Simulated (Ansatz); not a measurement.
Cost and result for the atomization energy of `[SiH3][SiH]1BO1` (9 atoms, 9 bonds).

Z-matrix (Å, degrees):
```
Si
Si 1 2.331
H 1 1.488 2 108.5
H 1 1.486 2 109.2 3 119.1
H 1 1.488 2 111.6 3 -119.8
B 2 1.908 1 125.2 3 -123.3
O 2 1.769 1 112.1 3 -169.7
H 2 1.487 1 113.3 3 65.3
H 6 1.190 2 165.0 1 96.1
```

Charge 0, multiplicity 1. The structure was optimised at the PBE0-D4/def2-TZVP level. Program: Ansatz. All runs use 2 threads of an Arm Neoverse V2 on a shared host. Times are those of one run each, without the atoms' runs, and a repeat can differ threefold. Electronic energies, without spin–orbit coupling; frozen cores. CCSD(T)/CBS adds CCSD(T) − MP2 in def2-TZVPP to the MP2 limit, and its time is that of the two runs behind it. T1 = 0.017. B3LYP takes the VWN-RPA correlation (the form of Gaussian; ORCA's B3LYP/G).

CCSD(T)/CBS is a level of theory with its own doubt, some kJ/mol a heavy atom from the limit and from the frozen cores, so smaller differences don't rank the functionals.

| level | functions | wall time |
| --- | --- | --- |
| LDA (SPW92)/def2-TZVPP | 216 | 1.4 s |
| revPBE-D4/def2-TZVPP | 216 | 2.4 s |
| BLYP-D4/def2-TZVPP | 216 | 2.5 s |
| CCSD(T)/def2-SVP | 89 | 2.6 s |
| PBE-D4/def2-TZVPP (with forces) | 216 | 3 s |
| PBE0-D4/def2-TZVPP | 216 | 3.3 s |
| B3LYP-D4/def2-TZVPP (with forces) | 216 | 4.9 s |
| B2PLYP/def2-TZVPP | 216 | 6 s |
| ωB97X-V/def2-TZVPP | 216 | 9 s |
| B97M-V/def2-TZVPP | 216 | 13 s |
| MP2/def2-QZVPP | 404 | 19 s |
| CCSD(T)/def2-TZVPP | 216 | 69 s |
| CCSD(T)/CBS(def2) | – | 88 s |

Problem. What atomization energy does each give, and how far from CCSD(T)/CBS? (Estimate.)

Solution. The calculation gave: 
| level | atomization (kJ/mol) | difference from CCSD(T)/CBS | per bond |
| --- | --- | --- | --- |
| LDA (SPW92)/def2-TZVPP | 3381.2 | 392.0 | 43.6 |
| revPBE-D4/def2-TZVPP | 2954.2 | -35.0 | -3.9 |
| BLYP-D4/def2-TZVPP | 2979.8 | -9.4 | -1.0 |
| CCSD(T)/def2-SVP | 2794.1 | -195.1 | -21.7 |
| PBE-D4/def2-TZVPP (with forces) | 3018.2 | 29.0 | 3.2 |
| PBE0-D4/def2-TZVPP | 2974.4 | -14.8 | -1.6 |
| B3LYP-D4/def2-TZVPP (with forces) | 2990.4 | 1.2 | 0.1 |
| B2PLYP/def2-TZVPP | 2956.6 | -32.6 | -3.6 |
| ωB97X-V/def2-TZVPP | 3017.1 | 27.9 | 3.1 |
| B97M-V/def2-TZVPP | 3023.5 | 34.3 | 3.8 |
| MP2/def2-QZVPP | 2990.1 | 0.9 | 0.1 |
| CCSD(T)/def2-TZVPP | 2907.8 | -81.4 | -9.0 |
| CCSD(T)/CBS(def2) | 2989.2 | 0.0 | 0.0 |

At CCSD(T), def2-SVP lies −195.1 kJ/mol from the extrapolated value and def2-TZVPP −81.3 kJ/mol: correlation converges slowly with the basis, and small sets miss more of it in the bonded molecule than in its fragments. From BLYP to BHLYP (50 % exact exchange), in def2-TZVPP and without D4, the atomization energy moves by −45.1 kJ/mol: exact exchange takes away binding that semilocal exchange gives to molecules. The D4 term adds +29.0 kJ/mol with B3LYP and +15.2 kJ/mol with PBE0; it sums over pairs of atoms, weighted by their polarisabilities, and B3LYP, whose exchange is more repulsive, gets the larger term.
